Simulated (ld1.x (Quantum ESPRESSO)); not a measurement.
**Se, RRKJ: configuration errors across variants**

ld1.x (Quantum ESPRESSO) 7.5 input, shortened:

```
&input
   title='Se', zed=34., rel=1, dft='PZ', iswitch=3,
   config='[Ar] 3d10 4s2 4p4 4d-2'
 /
 &inputp
   pseudotype=2, tm=.false., rho0=0.005, lloc=1,
   nlcc=.true., rcore=1.15
 /
3
4S  1  0   2.00   0.00  1.60  1.60  0.0
4D  3  2  -2.00   0.25  1.30  1.30  0.0
4P  2  1   4.00   0.00  1.40  1.40  0.0
 &test
   configts(1)='4s2 4p4'
 /
```

All-electron excitation energies from the reference (eV): (1) 4s2 4p3 11.009; (2) 4s2 4p2 31.567; (3) 4s2 4p1 62.723; (4) 4s2 4p0 105.295; (5) 4s2 4p3.5 4.387; (6) 4s0 4p6 22.094; (7) 4s1 4p4 22.594; (8) 4s2 4p4 spin -0.593; (9) 4s2 4p3 spin 9.371.

Spin tests fill each open shell by Hund’s rule, majority spin first.

2 further variants failed, have other tests or too few solved ones, and are left out.

A true bound ghost makes a file unfit for plane-wave use even where its test errors are small: the radial tests pick states by their node count and pass the ghost by.

Errors AE − PS in meV (a dash: test not solved or not reliable):

| change | (1) | (2) | (3) | (4) | (5) | (6) | (7) | (8) | (9) | bound ghosts |
| --- | --- | --- | --- | --- | --- | --- | --- | --- | --- | --- |
| base | -1.8 | -13 | -57 | -186 | -0.5 | -1.4 | -3.5 | +2.6 | +2.7 | s, d |
| wave 4s (bound): rc 1.60 bohr becomes 4s (bound): rc 1.48 bohr | -1.7 | -12 | -55 | -182 | -0.5 | -3.2 | -4.0 | +2.7 | +3.0 | s, d |
| wave 4s (bound): rc 1.60 bohr becomes 4s (bound): rc 1.84 bohr | -1.8 | -12 | -55 | -182 | -0.5 | -6.2 | -4.8 | +2.7 | +2.9 | s, d |
| wave 4s (bound): rc 1.60 bohr becomes 4s (bound): rc 2.06 bohr | -1.5 | -11 | -48 | -162 | -0.5 | -20 | -9.0 | +3.1 | +4.6 | d |
| wave 4s (bound): rc 1.60 bohr becomes 4s (bound): rc 2.20 bohr | -1.3 | -9.3 | -44 | -149 | -0.5 | -28 | -11 | +3.4 | +5.8 | d |
| wave 4s (bound): rc 1.60 bohr becomes 4s (bound): rc 2.38 bohr | -1.4 | -9.4 | -44 | -149 | -0.5 | -29 | -11 | +3.4 | +5.9 | d |

Problem. Give the same row for: wave 4s (bound): rc 1.60 bohr becomes 4s (bound): rc 1.68 bohr.

Solution. -1.8, -13, -57, -186, -0.5, -2.1, -3.6, +2.6, +2.6; bound ghosts: s, d.
